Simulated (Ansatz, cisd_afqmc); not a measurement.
System: Se, charge -1, doublet.

Total energies in aug-cc-pVQZ, 7 correlated electrons, 14 frozen orbitals. Open shells are spin-unrestricted; no spin-orbit coupling. Correlated methods leave the cores frozen (noble-gas shells, and filled d and f shells in the p block). No relativity. AFQMC is phaseless with a CISD trial state; ± is one standard error, without the phaseless bias. Outlying blocks are dropped, and bars are widened where a walk drifts. Over all cases where full CI ran beside it in this data, AFQMC minus full CI had a median of +0.1 mEh and passed +0.4 mEh in a tenth of the cases.

```
method         program          energy (Eh)  minus CCSDT(Q) (mEh)
----------  ----------  -------------------  --------------------
HF              Ansatz          -2399.91112                172.42
MP2             Ansatz          -2400.05845                 25.09
CCSD            Ansatz          -2400.07501                  8.53
CCSD(T)         Ansatz          -2400.08248                  1.06
CCSDT(Q)        Ansatz          -2400.08354                  0.00
AFQMC/CISD  cisd_afqmc  -2400.0838 ± 0.0003            -0.2 ± 0.3
```

Ansatz is a program for electronic structure.
